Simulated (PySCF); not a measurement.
## From computed data to an observable: entropy of an ideal gas

FHSTe, SMILES F[Te]S.

Geometry: B3LYP-D3(BJ)/def2-TZVP. The def2 effective core potentials stand for the cores of Te; spin–orbit coupling is left out. One conformer was computed; it need not be the lowest.

PySCF with B3LYP-D3(BJ)/def2-TZVP gives the harmonic wavenumbers 164, 369, 387, 580, 790, 2634 cm⁻¹ and the rotational temperatures 0.4256, 0.1458, 0.1103 K. The molar mass is 179.67 g/mol, the symmetry number 1, the spin multiplicity 1.

Problem. Work out the entropy at 298.15 K and 1 atm in the rigid-rotor, harmonic-oscillator model.

Solution. 
Translation (Sackur–Tetrode at 1 atm): S = R[1.5 ln M + 2.5 ln T − 1.16487] = 173.5 J/(mol K).
Rotation: q = (√π/σ) T^1.5/√(θA θB θC) = 110000, S = R[ln q + 3/2] = 109.0 J/(mol K).
Vibration: with u = 1.4388 ν/T, each mode gives R[u/(e^u − 1) − ln(1 − e^−u)]:
```
ν (cm⁻¹)  modes     u  S (J/(mol K))
--------  -----  ----  -------------
164           1  0.79          10.47
369           1  1.78           4.54
387           1  1.87           4.23
580           1  2.80           2.03
790           1  3.81           0.90
```
The stiffer modes add less than 0.005 each. Sum 22.2 J/(mol K).
Spin: R ln 1 = 0.0 J/(mol K).
Total 304.7 J/(mol K); the program's own thermochemistry gives 304.7. Translation makes up 57 % and vibration 7 %. Anharmonicity, hindered rotation and orbital degeneracy are left out.
